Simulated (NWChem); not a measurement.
All runs are NWChem calculations. System: GeTe, charge 0, spin multiplicity 1, at a geometry optimised with B3LYP/def2-SVP with def2 effective core potentials on Te. Level: PBE/def2-SVP with def2 effective core potentials on Te, spin-restricted.

The NWChem input:

```
start mol
memory heap 200 mb stack 900 mb global 1100 mb
geometry units angstroms nocenter noautoz noautosym
  Ge     0.000000     0.000000     1.464896
  Te     0.000000     0.000000    -0.901474
end
basis spherical
  * library def2-svp
end
ecp
  Te library def2-ecp
end
dft
  xc xpbe96 cpbe96
  semidirect memsize 60000000 filesize 0
  iterations 100
end
task dft energy
```

NWChem printed:

```
             Northwest Computational Chemistry Package (NWChem) 7.3.0
             --------------------------------------------------------

                                NWChem Input Module
                                -------------------

 Scaling coordinates for geometry "geometry" by  1.889725989
 (inverse scale =  0.529177249)

                             Geometry "geometry" -> ""
                             -------------------------

 Output coordinates in angstroms (scale by  1.889725989 to convert to a.u.)

  No.       Tag          Charge          X              Y              Z
 ---- ---------------- ---------- -------------- -------------- --------------
    1 Ge                  32.0000     0.00000000     0.00000000     1.46489600
    2 Te                  52.0000     0.00000000     0.00000000    -0.90147400

 Effective nuclear repulsion energy (a.u.)     372.1104232793

            Nuclear Dipole moment (a.u.)
            ----------------------------
        X                 Y               Z
 ---------------- ---------------- ----------------
     0.0000000000     0.0000000000     0.0000453534


 Summary of "ao basis" -> "" (spherical)
 ------------------------------------------------------------------------------
       Tag                 Description            Shells   Functions and Types
 ---------------- ------------------------------  ------  ---------------------
 *                          def2-svp                  on all atoms

 Summary of "ao basis" -> "ao basis" (spherical)
 ------------------------------------------------------------------------------
       Tag                 Description            Shells   Functions and Types
 ---------------- ------------------------------  ------  ---------------------
 Ge                         def2-svp                12       32   5s4p3d
 Te                         def2-svp                10       26   4s4p2d

 Summary of "ao basis" -> "ao basis" (spherical)
 ------------------------------------------------------------------------------
       Tag                 Description            Shells   Functions and Types
[...]
 Vector   28  Occ=2.000000D+00  E=-2.240851D-01
              MO Center= -3.5D-08,  3.8D-08, -2.6D-01, r^2= 3.1D+00
   Bfn.  Coefficient  Atom+Function         Bfn.  Coefficient  Atom+Function
  ----- ------------  ---------------      ----- ------------  ---------------
    44     -0.364475  2 Te py                43      0.341306  2 Te px
    47     -0.313043  2 Te py                46      0.293144  2 Te px
    13     -0.178727  1 Ge py                16     -0.171658  1 Ge py
    12      0.167366  1 Ge px                15      0.160746  1 Ge px
    41      0.144562  2 Te py                40     -0.135373  2 Te px

 Vector   29  Occ=0.000000D+00  E=-1.194709D-01
              MO Center=  7.3D-10,  4.1D-09,  8.0D-01, r^2= 4.0D+00
   Bfn.  Coefficient  Atom+Function         Bfn.  Coefficient  Atom+Function
  ----- ------------  ---------------      ----- ------------  ---------------
    15      0.454701  1 Ge px                16      0.416221  1 Ge py
    12      0.327486  1 Ge px                46     -0.307074  2 Te px
    13      0.299772  1 Ge py                47     -0.281087  2 Te py
    43     -0.242672  2 Te px                44     -0.222136  2 Te py
     9     -0.176086  1 Ge px                10     -0.161184  1 Ge py

 Vector   30  Occ=0.000000D+00  E=-1.194709D-01
              MO Center= -1.1D-08,  1.2D-08,  8.0D-01, r^2= 4.0D+00
   Bfn.  Coefficient  Atom+Function         Bfn.  Coefficient  Atom+Function
  ----- ------------  ---------------      ----- ------------  ---------------
    16     -0.454701  1 Ge py                15      0.416221  1 Ge px
    13     -0.327486  1 Ge py                47      0.307074  2 Te py
    12      0.299772  1 Ge px                46     -0.281087  2 Te px
    44      0.242672  2 Te py                43     -0.222136  2 Te px
    10      0.176086  1 Ge py                 9     -0.161184  1 Ge px

 Vector   31  Occ=0.000000D+00  E=-2.330650D-03
              MO Center= -5.0D-09,  5.6D-09,  5.1D-01, r^2= 5.9D+00
   Bfn.  Coefficient  Atom+Function         Bfn.  Coefficient  Atom+Function
  ----- ------------  ---------------      ----- ------------  ---------------
    17      1.138247  1 Ge pz                48      1.043237  2 Te pz
    36      0.763112  2 Te s                  5     -0.549293  1 Ge s
     4     -0.436847  1 Ge s                 14      0.329806  1 Ge pz
    35      0.288510  2 Te s                 45      0.279161  2 Te pz
     3      0.189286  1 Ge s                 11     -0.180366  1 Ge pz

 center of mass
 --------------
 x =   0.00000000 y =   0.00000000 z =  -0.08176801

 moments of inertia (a.u.)
 ------------------
         942.111973279456           0.000000000000           0.000000000000
           0.000000000000         942.111973279456           0.000000000000
           0.000000000000           0.000000000000           0.000000000000

     Multipole analysis of the density
     ---------------------------------

     L   x y z        total         alpha         beta         nuclear
     -   - - -        -----         -----         ----         -------
     0   0 0 0     -0.000000    -28.000000    -28.000000     56.000000

     1   1 0 0     -0.000000     -0.000000     -0.000000      0.000000
     1   0 1 0      0.000000      0.000000      0.000000      0.000000
     1   0 0 1      0.388081    -23.655526    -23.655526     47.699133

     2   2 0 0    -32.326985    -16.163493    -16.163493      0.000000
     2   1 1 0      0.000000      0.000000      0.000000      0.000000
     2   1 0 1     -0.000000     -0.000000     -0.000000      0.000000
     2   0 2 0    -32.326985    -16.163493    -16.163493      0.000000
     2   0 1 1      0.000000      0.000000      0.000000      0.000000
     2   0 0 2    -31.211415   -173.041752   -173.041752    314.872090

 Task  times  cpu:        1.9s     wall:        1.9s

 Total times  cpu:        1.9s     wall:        1.9s
```
